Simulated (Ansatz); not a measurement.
`[CH3][GeH]([F])[SiH2]F` + `N[SiH](O)F` → `O[SiH](F)N[SiH2]F` + `[CH3][GeH2][F]`  (cleavage of the Si–Ge bond)

Isolated molecules relaxed with PBE0-D4/def2-TZVP in Ansatz; ΔE leaves out vibrations. CCSD(T)/CBS is the MP2 limit (def2-TZVPP, def2-QZVPP) plus CCSD(T) − MP2 in def2-TZVPP, frozen cores. This one scheme is used for every species. DFT in def2-TZVPP. B3LYP here is the variant with VWN-RPA as its local correlation; programs differ in this. For Ge outer-core shells are correlated without core-valence functions, which leaves a few kJ/mol of doubt a bond. Scalar relativity is left out up to krypton. Each species was taken in one conformer, which may not be the lowest.

| level | ΔE (kJ/mol) |
| --- | --- |
| B3LYP-D4 | -70.2 |
| ωB97X-V | -73.6 |
| B2PLYP | -75.6 |
| r2SCAN | -70.8 |
| HF/def2-TZVPP | -88.8 |
| HF/CBS(def2) | -90.8 |
| MP2/CBS(def2) | -81.5 |
| CCSD/CBS(def2) | -77.6 |

Q: What does CCSD(T)/CBS give? (Best estimate.)

A: Ansatz gave: -76.7 kJ/mol. The listed levels differ from it by 6.5, 3.1, 1.1, 5.9, -12.1, -14.1, -4.8, -0.9 kJ/mol.

Largest T1 diagnostic among the species: 0.012.

In def2-TZVPP, CCSD(T) changes the Hartree–Fock value by +10.3 kJ/mol (the triples alone add +0.9 kJ/mol) and MP2 by +5.5 kJ/mol. From PBE to PBE0 (25 % exact exchange), in def2-TZVPP and without D4, ΔE moves by −7.8 kJ/mol.
